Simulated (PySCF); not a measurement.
Isomers of C7H7N2P, from PySCF 2.14.0, PBE0-D3(BJ)/def2-SVP geometry optimisation, gas phase. One conformer each, no zero-point energy, no frequencies.

**Question.** Which isomer lies lower at this level?
A. 2-methyl-[1,2,4]diazaphospholo[1,5-a]pyridine (`Cc1nn2ccccc2p1`): A = 2809, B = 937.9, C = 706.2 MHz, dipole 2.34 D
B. `[CH:1]#[C:2][c:3]1[p:4][cH:5][n:6][n:7]1[CH2:8][CH:9]=[CH2:10]` with N6–N7–C8–C9 -91°, N7–C8–C9–C10 -122°: A = 1766, B = 976.2, C = 684.8 MHz, dipole 2.52 D

**Answer.** A. That is 2-methyl-[1,2,4]diazaphospholo[1,5-a]pyridine, `CC1=NN2C=CC=CC2=P1`, 71.8 kcal/mol below the other.

```tsv
SMILES	mapped SMILES	E (Eh)	relative (kcal/mol)	relative (kJ/mol)	dipole (D)
Cc1nn2ccccc2p1	[CH3:1][c:2]1[n:3][n:4]2[cH:5][cH:6][cH:7][cH:8][c:9]2[p:10]1	-720.87046	0.0	0.0	2.34
C#Cc1pcnn1CC=C	[CH:1]#[C:2][c:3]1[p:4][cH:5][n:6][n:7]1[CH2:8][CH:9]=[CH2:10]	-720.75610	71.8	300.2	2.52
```

As drawn, the higher has a C≡C bond and a C=C bond outside aromatic rings, which the lower lacks.
